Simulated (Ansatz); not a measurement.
Series Ta(NH)X3: r2SCAN-D4/def2-TZVP single points in Ansatz on relaxed structures, gas phase. Core potentials for Ta, no spin–orbit coupling. Binding counts from free atoms in the multiplicity of their measured ground term, without zero-point energy. Names give formal oxidation states. A dash marks a value that wasn't run or was left out as unsound. The structures are stationary points that may keep the symmetry of their start. Remarks come from the PBE and PBE0 runs and from stability tests at other levels; not every state was tested. HOMO above LUMO (over both spins in singlets and doublets, within one spin in higher multiplets; at PBE or PBE0), or a gap under 0.15 eV within one spin, warns that the state may not be the lowest or that an electron is smeared out.

```json
{"species": "Ta(NH)F3 (TaNF3H)", "atoms": "6", "state": "singlet", "geometry": "r2SCAN-D4/def2-SVP", "HOMO (eV)": "-7.45", "LUMO (eV)": "-1.92", "gap (eV)": "5.53", "vertical IE (eV)": "10.64", "vertical triplet (eV)": "4.96", "binding per atom (eV)": "4.91", "point group (within 0.1 Å)": "C3v", "remarks": "–"}
{"species": "Ta(NH)(OH)3 (TaNO3H4)", "atoms": "9", "state": "singlet", "geometry": "PBE0-D4/def2-SVP", "HOMO (eV)": "-6.55", "LUMO (eV)": "-0.29", "gap (eV)": "6.26", "vertical IE (eV)": "9.57", "vertical triplet (eV)": "5.50", "binding per atom (eV)": "4.46", "point group (within 0.1 Å)": "C3v", "remarks": "gap within one spin near zero at PBE or PBE0 (+1 doublet), gap within one spin near zero at PBE or PBE0 (triplet)"}
{"species": "Ta(NH)(OSiH3)3 (TaSi3NO3H10)", "atoms": "18", "state": "singlet", "geometry": "PBE-D4/def2-SVP", "HOMO (eV)": "-6.54", "LUMO (eV)": "-1.05", "gap (eV)": "5.49", "vertical IE (eV)": "–", "vertical triplet (eV)": "5.00", "binding per atom (eV)": "3.93", "point group (within 0.1 Å)": "–", "remarks": "gap within one spin near zero at PBE or PBE0 (+1 doublet), HOMO above LUMO (+1 doublet), gap within one spin near zero at PBE or PBE0 (triplet)"}
```

Estimate the rows for Ta(NH)Cl3 (TaNCl3H) (singlet, PBE0-D4/def2-SVP geometry).


| species | atoms | state | geometry | HOMO (eV) | LUMO (eV) | gap (eV) | vertical IE (eV) | vertical triplet (eV) | binding per atom (eV) | point group (within 0.1 Å) | remarks |
| --- | --- | --- | --- | --- | --- | --- | --- | --- | --- | --- | --- |
| Ta(NH)Cl3 (TaNCl3H) | 6 | singlet | PBE0-D4/def2-SVP | -7.60 | -3.05 | 4.55 | 10.23 | 4.17 | 4.17 | C3v | gap within one spin near zero at PBE or PBE0 (+1 doublet), gap within one spin near zero at PBE or PBE0 (triplet) |

The gap (eV) runs from 4.55 (Ta(NH)Cl3) to 6.26 (Ta(NH)(OH)3). The vertical IE (eV) runs from 9.57 (Ta(NH)(OH)3) to 10.64 (Ta(NH)F3). The vertical triplet (eV) runs from 4.17 (Ta(NH)Cl3) to 5.50 (Ta(NH)(OH)3).
